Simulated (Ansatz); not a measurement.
Ideal-gas functions of AlAsClH5Si (`[AlH2][SiH](Cl)[AsH2]`) at 800 K and 1 bar, from an Ansatz frequency run at PBE0-D4/def2-TZVP.

Molar mass 170.48 g/mol, point group C1 (symmetry number 1), electronic degeneracy 1, moments of inertia 249.877, 430.315, 639.773 u Å². Harmonic wavenumbers (cm⁻¹, unscaled): 44, 71, 111, 127, 147, 305, 381, 430, 502, 523, 572, 597, 718, 777, 778, 984, 1916, 1936, 2193, 2211, 2223.

Use S(trans) = R[1.5 ln M + 2.5 ln T − 1.1517]; rotational temperatures θ = 24.2544 K / I; S(rot) = R[ln(√π/σ · √(T³/θAθBθC)) + 1.5]; for each mode x = 1.438777 ν̃/T, S = R[x/(eˣ − 1) − ln(1 − e⁻ˣ)] and H = RT x/(eˣ − 1); 1 cm⁻¹ = 0.0119627 kJ/mol; R = 8.31446 J/(mol·K).

By hand: the entropy, in J/(mol·K).

Translation 193.5. Rotation: θ = 0.0971, 0.0564, 0.0379 K, giving 135.9. Vibration, mode by mode: 29.41, 25.43, 21.73, 20.61, 19.40, 13.41, 11.62, 10.66, 9.44, 9.12, 8.44, 8.11, 6.74, 6.18, 6.17, 4.58, 1.21, 1.18, 0.81, 0.79, 0.78, in all 215.8. Electronic 0.0. Sum 545.2 J/(mol·K).

By hand: H − E and G − E in kJ/mol, counted from the electronic energy.

Zero-point energy ½ × 17546 × 0.0119627 = 104.9; thermal vibration 74.8; translation, rotation and pV give 4 RT = 26.6. H − E = 206.3 kJ/mol, and G − E = 206.3 − 800 × 545.2/1000 = -229.9 kJ/mol.

Vibration gives 40 % of the entropy, 116.6 J/(mol·K) of it from the modes under 150 cm⁻¹: soft modes count most, and the harmonic formula is weakest for them. The sum counts one conformer and one mirror image; others add a mixing term.
